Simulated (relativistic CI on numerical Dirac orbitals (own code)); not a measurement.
# Sc6+: q coefficients and field-shift factors

Method of calculation: Dirac-Coulomb-Breit CI, KLI orbitals optimised for each configuration, derivatives by finite differences, unscaled Slater integrals, QED left out (own radial code, finite nucleus).

Configuration list (outside the closed core [Ne]): 3s2 3p3, 3s 3p4, 3s2 3p2 3d, 3p5, 3s 3p3 3d, 3p4 3d, 3s2 3p 3d2, 3s2 3d3, 3s 3p 3d3, 3p3 3d2, 3p2 3d3. Double excitations out of closed p, d and f shells are left out; levels of such configurations are missing from the list, as are those of other unlisted configurations, and high levels can miss mixing partners.

With x = (α/α₀)² − 1 an excitation energy changes as ω = ω₀ + qx; K = 2q/ω₀ is the relative enhancement. Terms are leading LS components, so labels can repeat. The field-shift factor is F = δν/δ⟨r²⟩ for the transition from the lowest level.

Lowest level 3s2 3p3 4S°_3/2.

| Level | ω₀ (cm⁻¹) | q (cm⁻¹) | F (GHz/fm²) |
| --- | --- | --- | --- |
| 3s2 3p3 2D°_3/2 | 33163 | -822.4 | 0.0238 |
| 3s2 3p3 2D°_5/2 | 33813 | 439.5 | 0.0253 |
| 3s2 3p3 2P°_1/2 | 53291 | 603.5 | -0.0484 |
| 3s2 3p3 2P°_3/2 | 54147 | 2288 | -0.051 |
| 3s 3p4 4P_5/2 | 186770 | 3667 | -3.77 |
| 3s 3p4 4P_3/2 | 189438 | 6433 | -3.76 |
| 3s 3p4 4P_1/2 | 190863 | 7765 | -3.75 |
| 3s 3p4 2D_3/2 | 229978 | 4880 | -3.21 |
| 3s 3p4 2D_5/2 | 230278 | 5398 | -3.22 |
| 3s2 3p2 3d 2P_3/2 | 265677 | 3285 | -1.89 |
| 3s2 3p2 3d 2P_1/2 | 268459 | 5656 | -1.92 |
| 3s 3p4 2S_1/2 | 283738 | 6109 | -3.22 |
| 3s2 3p2 3d 4F_3/2 | 292448 | -496.7 | 0.376 |

At this charge configurations can still be misplaced by up to about 7 % of their energy.

(1) Which transition from the lowest level has the largest |K|?

## Answers

(1) 3s2 3p3 2P°_3/2 at 54147 cm⁻¹, K = 0.0845.
